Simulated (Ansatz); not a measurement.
`[NH2][Ti]([NH2])([F])[F]` and `[NH2][Ti]([F])([F])[F]` differ in one atom or group.

Ansatz, PBE0-D4/def2-TZVP geometries, multiplicity 1. Each molecule was computed in one conformer, which needn't be the lowest.

Scalar relativity is left out up to krypton.

```
                                        property  `[NH2][Ti]([NH2])([F])[F]`
         HOMO–LUMO gap (ωB97M-V/def2-TZVPP) / eV                       10.83
             HOMO–LUMO gap (PBE/def2-TZVPP) / eV                        3.69
             HOMO energy (B3LYP/def2-TZVPP) / eV                       -7.56
size of the dipole moment (B3LYP/def2-TZVPP) / D                        3.01
  zero-point energy (PBE0-D4/def2-TZVP) / kJ/mol                       142.6
               LUMO energy (PBE/def2-TZVPP) / eV                       -2.65
```

**Question.** Give the same properties after the change, and the shifts. (An estimate is asked.)

**Answer.** The calculation gave: 
```json
{"property": "HOMO–LUMO gap (ωB97M-V/def2-TZVPP) / eV", "`[NH2][Ti]([F])([F])[F]`": "10.83", "shift": "0.00"}
{"property": "HOMO–LUMO gap (PBE/def2-TZVPP) / eV", "`[NH2][Ti]([F])([F])[F]`": "3.60", "shift": "-0.09"}
{"property": "HOMO energy (B3LYP/def2-TZVPP) / eV", "`[NH2][Ti]([F])([F])[F]`": "-8.35", "shift": "-0.79"}
{"property": "size of the dipole moment (B3LYP/def2-TZVPP) / D", "`[NH2][Ti]([F])([F])[F]`": "2.87", "shift": "-0.14"}
{"property": "zero-point energy (PBE0-D4/def2-TZVP) / kJ/mol", "`[NH2][Ti]([F])([F])[F]`": "82.6", "shift": "-60.0"}
{"property": "LUMO energy (PBE/def2-TZVPP) / eV", "`[NH2][Ti]([F])([F])[F]`": "-3.48", "shift": "-0.83"}
```

With PBE0 the HOMO falls by 0.78 eV and the LUMO falls by 0.83 eV, so the gap narrows by about 0.05 eV. PBE moves the HOMO by -0.74 eV and ωB97M-V by -0.76 eV. The zero-point energy changes by -60.0 kJ/mol with -6 modes. Dipoles are sizes alone; their direction can turn.

B3LYP here is the variant with VWN-RPA as its local correlation; programs differ in this.
